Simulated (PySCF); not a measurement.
C9H12.
Structure used (PBE0-D3(BJ)/def2-SVP), in Å, numbered top down from 1:
```xyz
21
C9H12 angstrom
C     -2.2154    0.0991    1.1256
C     -1.4583   -0.4558   -0.0806
C     -2.0491    0.0558   -1.3940
C      0.0264   -0.1717    0.0131
C      0.5126    1.1421    0.0229
C      1.8780    1.4014    0.1104
C      2.7891    0.3480    0.1896
C      2.3207   -0.9636    0.1807
C      0.9520   -1.2168    0.0929
H     -2.1546    1.1985    1.1633
H     -3.2816   -0.1729    1.0781
H     -1.8030   -0.2901    2.0684
H     -1.5727   -1.5533   -0.0695
H     -1.9828    1.1535   -1.4606
H     -3.1126   -0.2181   -1.4778
H     -1.5168   -0.3635   -2.2608
H     -0.1875    1.9799   -0.0383
H      2.2346    2.4344    0.1168
H      3.8605    0.5507    0.2583
H      3.0243   -1.7976    0.2424
H      0.5911   -2.2494    0.0865
```

Probes without a nucleus sit at each ring's centroid and 1 Å off its mean plane on both sides; NICS is minus the shielding there, NICSzz its component along the normal. Level: GIAO HF/pcSseg-1 (PySCF, non-relativistic, gas phase) on the PBE0-D3(BJ)/def2-SVP geometry, one conformer.

Ring bond lengths (Å): C4–C5 1.401, C5–C6 1.393, C6–C7 1.395, C7–C8 1.393, C8–C9 1.395, C9–C4 1.398.

Question: What do the NICS probes read (ppm)?

Answer: 
| ring | type | NICS(0) | NICS(1), two faces | NICS(1)zz, two faces | rms pucker (Å) | centre to ring atoms, mean (Å) |
| --- | --- | --- | --- | --- | --- | --- |
| C4–C5–C6–C7–C8–C9 | 6-membered carbocycle; formal bonds all aromatic | -10.2 | -12.5 / -12.5 | -30.8 / -30.8 | 0.00 | 1.40 |

Question: What can be read from them?

Answer: 
- C4–C5–C6–C7–C8–C9: mean NICS(1)zz -30.8 ppm, shielded. The ring is flat and has no four-coordinate atom; by the NICS criterion it is aromatic.

Question: And the bond-length index? HOMA = 1 − mean of α(R − Ropt)² over the ring bonds, with Krygowski's 1993 parameters (CC: Ropt 1.388 Å, α 257.7 Å⁻²).

Answer: 
- C4–C5–C6–C7–C8–C9: HOMA 0.98 = 1 − EN − GEO, with mean bond length 1.396 Å, EN = α(Ropt − mean)² = 0.015 and GEO = α × variance = 0.002. The geometric and the magnetic index point the same way.

Question: At the second NICS(1) probe listed for ring C4–C5–C6–C7–C8–C9, 1 Å off the ring, what do the in-plane components average?

Answer: The isotropic value is a third of the trace: (3 × -12.5 − (-30.8))/2 = -3.3 ppm.

Question: List the ring angles.

Answer: 
- C4–C5–C6–C7–C8–C9: C4 118.1°, C5 121.0°, C6 120.2°, C7 119.4°, C8 120.1°, C9 121.2°; sum 720.0° against 720° for a flat convex ring.

Question: How do the values depend on the level or the medium?

Answer: 
```tsv
level	NICS(0), C4–C5–C6–C7–C8–C9	mean NICS(1)zz, C4–C5–C6–C7–C8–C9
HF/pcSseg-1, gas	-10.2	-30.8
PBE0/pcSseg-1, gas	-8.7	-28.3
```

The geometry is the same throughout.
